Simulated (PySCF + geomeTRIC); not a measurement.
A geometry relaxed with B3LYP-D3(BJ)/def2-TZVP in PySCF + geomeTRIC, charge 0, multiplicity 2:

```xyz
5

H      1.7718     0.3507     0.1517
C     -0.6559    -0.0518     0.2921
Se     1.0403    -0.8938    -0.1298
F     -0.9637     1.0564    -0.3820
F     -1.6740    -0.9081     0.2282
```

Write the SMILES of this molecule.

`F[C](F)[SeH]`
